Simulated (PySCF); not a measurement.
Job for PySCF: D3(BJ) and D4 dispersion corrections on Cl2 (SMILES ClCl).

```python
from pyscf import gto
from pyscf.dispersion import dftd3, dftd4

mol = gto.M(
    atom='''
    Cl    0.00000000    0.00000000    1.00675153
    Cl   -0.00000000   -0.00000000   -1.00675153
    ''',
    basis='def2-svp',
    charge=0, spin=0, verbose=0, max_memory=1800)
d3, d4 = {}, {}
for xc in ['hf', 'pbe', 'blyp', 'revpbe', 'tpss', 'r2scan', 'b3lyp', 'pbe0', 'bhlyp', 'camb3lyp', 'b2plyp']:
    d3[xc] = float(dftd3.DFTD3Dispersion(mol, xc=xc, version='d3bj', atm=False).get_dispersion()['energy'])
    print(f'D3(BJ) {xc:10s} {d3[xc]:14.8f} Eh')
for xc in ['hf', 'pbe', 'blyp', 'revpbe', 'tpss', 'r2scan', 'b3lyp', 'pbe0', 'bhlyp', 'camb3lyp', 'b2plyp']:
    d4[xc] = float(dftd4.DFTD4Dispersion(mol, xc={'camb3lyp': 'cam-b3lyp'}.get(xc, xc), atm=True).get_dispersion()['energy'])
    print(f'D4     {xc:10s} {d4[xc]:14.8f} Eh')
```

The log:

```
D3(BJ) hf            -0.01172653 Eh
D3(BJ) pbe           -0.00103354 Eh
D3(BJ) blyp          -0.00247146 Eh
D3(BJ) revpbe        -0.00257012 Eh
D3(BJ) tpss          -0.00134644 Eh
D3(BJ) r2scan        -0.00025140 Eh
D3(BJ) b3lyp         -0.00205691 Eh
D3(BJ) pbe0          -0.00092493 Eh
D3(BJ) bhlyp         -0.00179520 Eh
D3(BJ) camb3lyp      -0.00090479 Eh
D3(BJ) b2plyp        -0.00103505 Eh
D4     hf            -0.00426350 Eh
D4     pbe           -0.00111196 Eh
D4     blyp          -0.00252686 Eh
D4     revpbe        -0.00329835 Eh
D4     tpss          -0.00150158 Eh
D4     r2scan        -0.00022170 Eh
D4     b3lyp         -0.00185755 Eh
D4     pbe0          -0.00091764 Eh
D4     bhlyp         -0.00153393 Eh
D4     camb3lyp      -0.00093718 Eh
D4     b2plyp        -0.00075438 Eh
```

The run finished.

Cost: about 0.04 core-seconds (a rough figure).
